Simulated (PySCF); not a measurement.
A run for PySCF: R-BP86/6-31G* on H3NSSi (SMILES N[Si]S), a point of a torsion scan.

```python
from pyscf import gto, scf, dft, mp
from pyscf.data.elements import chemcore

mol = gto.M(
    atom='''
    N    -1.26893989    0.10501951    0.24812035
    Si   -0.65505044   -1.05524674    1.35835426
    S     0.33961054   -2.43344910   -0.05702836
    H    -0.98879249    1.07003012    0.31826587
    H    -1.34692540   -0.14504050   -0.73173860
    H     0.63769379   -3.34343933    0.85755619
    ''',
    basis='6-31g*',
    cart=True,
    charge=0, spin=0, verbose=3, max_memory=1800)
mf = dft.RKS(mol, xc='b88,p86')
mf.conv_tol = 1e-8
mf.max_cycle = 100
mf.kernel()
if not mf.converged:
    mf = mf.newton().run(mf.mo_coeff, mf.mo_occ)
```

Program output:

```
converged SCF energy = -744.29035379706
```

The calculation finished and met its thresholds.

Cost: around 9 core-seconds (rough).
